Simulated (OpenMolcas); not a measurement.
# 3d³ along the 21-electron sequence

```yaml
Program: OpenMolcas
Method: MS-CASPT2, IPEA 0.25 Eh, imaginary shift 0.1 Eh
Basis: ANO-R2
Scalar_Hamiltonian: X2C, finite nucleus
Spin-orbit_coupling: state interaction with AMFI integrals over the reference wave functions, term energies averaged over their components
```

Active space for each ion: 3 electrons in 10 orbitals (3d 4d); closed shells correlated by CASPT2: 3s 3p.

Computed levels in cm-1 above ⁴F_3/2:

```
                               Level    V2+   Cr3+   Mn4+   Fe5+   Ni7+
                              ⁴F_5/2    153    251    369    519    966
                              ⁴F_7/2    364    593    869   1218   2240
                              ⁴F_9/2    628   1020   1487   2070   3770
                              ⁴P_1/2  11860  14680  16890  19360  24030
                              ⁴P_3/2  11930  14790  17040  19550  24290
                              ²G_7/2  12050  15750  18060  21000  26520
                              ⁴P_5/2  12110  15090  17500  20200  25590
                              ²G_9/2  12290  16130  18590  21730  27760
                              ²P_1/2  15490  20360  23380  26950  34000
weight of ⁴F in the lowest level (%)    100    100    100    100    100
```

Measured, with the error of the calculation in %. Measured levels: V2+ from Sugar and Corliss, J. Phys. Chem. Ref. Data 7, 1191 (1978); Cr3+ from Sugar and Corliss, J. Phys. Chem. Ref. Data 6, 317 (1977); Mn4+ from Corliss and Sugar, J. Phys. Chem. Ref. Data 6, 1253 (1977); Fe5+ from Corliss and Sugar, J. Phys. Chem. Ref. Data 11, 135 (1982); Ni7+ from Corliss and Sugar, J. Phys. Chem. Ref. Data 10, 197 (1981).

```
 Level           V2+          Cr3+          Mn4+          Fe5+          Ni7+
⁴F_5/2    146 (+5.4)    236 (+6.4)    359 (+2.8)    511 (+1.5)   1012 (-4.6)
⁴F_7/2    342 (+6.6)    556 (+6.8)    835 (+4.1)   1188 (+2.5)   2184 (+2.6)
⁴F_9/2    584 (+7.6)    946 (+7.9)   1412 (+5.3)   2001 (+3.7)   3721 (+1.2)
⁴P_1/2  11514 (+3.0)  14059 (+4.4)  16434 (+2.8)  18738 (+3.3)  23261 (+3.3)
⁴P_3/2  11592 (+2.9)  14177 (+4.3)  16595 (+2.7)  18942 (+3.2)  23710 (+2.4)
²G_7/2  11966 (+0.7)  15052 (+4.7)  17892 (+0.9)  20616 (+1.9)              
⁴P_5/2  11770 (+2.9)  14471 (+4.3)  17049 (+2.6)  19611 (+3.0)  24669 (+3.7)
²G_9/2  12187 (+0.8)  15402 (+4.7)  18399 (+1.0)  21315 (+1.9)              
²P_1/2  15580 (-0.6)  19519 (+4.3)  23082 (+1.3)  26496 (+1.7)
```

The fine-structure level ⁴F_9/2 changes by a factor of 6 from V2+ to Ni7+. Its fourth root runs 5.01, 5.65, 6.21, 6.75, 7.84, with steps per unit of Z of 0.65, 0.56, 0.54, 0.55; equal steps would mean a (Z - σ)^4 law with constant σ.

⁴P_1/2 changes by a factor of 2.03 over the same range, with steps per unit of Z of +2820, +2210, +2470, +2340 cm-1.

CASPT2 does not keep the components of a term degenerate, so their means are used; among the terms shown or strongly mixed into the levels shown the widest spread is 1000 cm-1 (3d³ ⁴F, Fe5+). Active for correlation alone: 4d; no level in the range computed is led by a configuration that fills it, so any true level of that kind is missing. The CASPT2 spread within a term exceeds the gap to the next term for 3d³ ⁴P and 3d³ ²G, so the order of their levels is uncertain (holds for V2+). Computed and measured levels are paired by configuration, term and J; levels that our copy of the source lacks, or whose pairing is in doubt (as where it misses far off the trend of its configuration), stay unpaired and out of the deviations. Levels of configurations outside the active space are missing.
